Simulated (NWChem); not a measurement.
Program: NWChem. System: O$_{2}$Si (-1), charge -1, spin multiplicity 2, at a geometry optimised with UPBE/def2-SVP. The structure started from a generated list of species. Its SCF solution wasn't tested for a lower state. Level: UB3LYP/aug-cc-pVTZ, VWN1-RPA local correlation.

Input file:

```
start mol
memory heap 200 mb stack 900 mb global 1100 mb
charge -1
geometry units angstroms nocenter noautoz
  O     -1.477280     0.000000     0.276890
  Si     0.000000     0.000000    -0.316446
  O      1.477280     0.000000     0.276890
  symmetry group C2v
end
basis spherical
  * library aug-cc-pvtz
end
dft
  xc b3lyp
  odft
  mult 2
  semidirect memsize 60000000 filesize 0
  iterations 100
end
task dft energy
```

NWChem printed:

```
             Northwest Computational Chemistry Package (NWChem) 7.3.0
             --------------------------------------------------------

                                NWChem Input Module
                                -------------------

 Scaling coordinates for geometry "geometry" by  1.889725989
 (inverse scale =  0.529177249)

 Turning off AUTOSYM since
 SYMMETRY directive was detected!

                             Geometry "geometry" -> ""
                             -------------------------

 Output coordinates in angstroms (scale by  1.889725989 to convert to a.u.)

  No.       Tag          Charge          X              Y              Z
 ---- ---------------- ---------- -------------- -------------- --------------
    1 O                    8.0000    -1.47728000     0.00000000     0.27689000
    2 Si                  14.0000     0.00000000     0.00000000    -0.31644600
    3 O                    8.0000     1.47728000     0.00000000     0.27689000

 Effective nuclear repulsion energy (a.u.)      85.9207214438

            Nuclear Dipole moment (a.u.)
            ----------------------------
        X                 Y               Z
 ---------------- ---------------- ----------------
     0.0000000000     0.0000000000    -0.0000075589

      Symmetry information
      --------------------

 Group name             C2v
 Group number             16
 Group order               4
 No. of unique centers     2

      Symmetry unique atoms

     1    2


 Summary of "ao basis" -> "" (spherical)
 ------------------------------------------------------------------------------
       Tag                 Description            Shells   Functions and Types
 ---------------- ------------------------------  ------  ---------------------
 *                        aug-cc-pvtz                 on all atoms

                                 NWChem DFT Module
                                 -----------------

 Summary of "ao basis" -> "ao basis" (spherical)
 ------------------------------------------------------------------------------
       Tag                 Description            Shells   Functions and Types
[...]
    beta     40     42     43     44     45     46     47     48     49     50
 overlap   0.991  0.991  0.999  1.000  0.996  1.000  0.997  0.999  0.996  0.998

   alpha     51     52     53     54     55     56     57     58     59     60
    beta     51     53     52     55     54     56     57     58     60     59
 overlap   1.000  0.999  0.999  0.998  1.000  1.000  0.997  0.998  0.999  0.998

   alpha     61     62     63     64     65     66     67     68     69     70
    beta     61     62     63     64     65     66     67     68     69     70
 overlap   0.999  1.000  1.000  0.998  0.986  1.000  0.987  1.000  1.000  0.990

   alpha     71     72     73     74     75     76     77     78     79     80
    beta     74     73     71     72     75     76     77     78     79     80
 overlap   0.998  0.989  0.998  0.998  1.000  1.000  1.000  1.000  0.999  1.000

   alpha     81     82     83     84     85     86     87     88     89     90
    beta     81     82     83     84     85     86     87     88     89     90
 overlap   0.999  0.998  1.000  1.000  1.000  0.998  1.000  1.000  1.000  1.000

   alpha     91     92     93     94     95     96     97     98     99    100
    beta     91     92     93     94     95     96     97     98     99    100
 overlap   0.993  0.993  1.000  1.000  0.999  0.999  1.000  1.000  0.999  1.000

   alpha    101    102    103    104    105    106    107    108    109    110
    beta    101    102    103    104    105    106    107    108    109    111
 overlap   1.000  1.000  1.000  1.000  1.000  1.000  1.000  1.000  1.000  0.998

   alpha    111    112    113    114    115    116    117    118    119    120
    beta    110    112    113    114    115    116    117    118    119    120
 overlap   1.000  1.000  0.998  1.000  1.000  1.000  1.000  1.000  1.000  0.999

   alpha    121    122    123    124    125    126    127    128    129    130
    beta    121    122    123    124    125    126    127    129    128    130
 overlap   0.999  0.998  0.998  0.999  0.999  1.000  1.000  1.000  1.000  1.000

   alpha    131    132    133    134    135    136    137    138    139    140
    beta    131    132    133    134    135    136    137    138    139    140
 overlap   0.998  1.000  0.998  0.999  0.998  0.998  0.999  0.999  1.000  0.999

   alpha    141    142
    beta    141    142
 overlap   1.000  1.000

     --------------------------
     Expectation value of S2:
     --------------------------
      <S2> =      0.7544 (Exact =     0.7500)

 center of mass
 --------------
 x =   0.00000000 y =   0.00000000 z =   0.00014098

 moments of inertia (a.u.)
 ------------------
          18.762919313358           0.000000000000           0.000000000000
           0.000000000000         268.070281921562           0.000000000000
           0.000000000000           0.000000000000         249.307362608203

     Multipole analysis of the density
     ---------------------------------

     L   x y z        total         alpha         beta         nuclear
     -   - - -        -----         -----         ----         -------
     0   0 0 0     -1.000000    -16.000000    -15.000000     30.000000

     1   1 0 0     -0.000000     -0.000000     -0.000000      0.000000
     1   0 1 0     -0.000000     -0.000000     -0.000000      0.000000
     1   0 0 1     -0.406949      0.405284     -0.812225     -0.000008

     2   2 0 0    -31.693840    -80.249286    -76.137904    124.693349
     2   1 1 0     -0.000000     -0.000000     -0.000000      0.000000
     2   1 0 1      0.000000      0.000000      0.000000      0.000000
     2   0 2 0    -19.218826    -10.743244     -8.475581      0.000000
     2   0 1 1     -0.000000     -0.000000     -0.000000      0.000000
     2   0 0 2    -21.360314    -18.178013    -12.569280      9.386979

 Task  times  cpu:        6.9s     wall:        6.9s

 Total times  cpu:        6.9s     wall:        6.9s
```
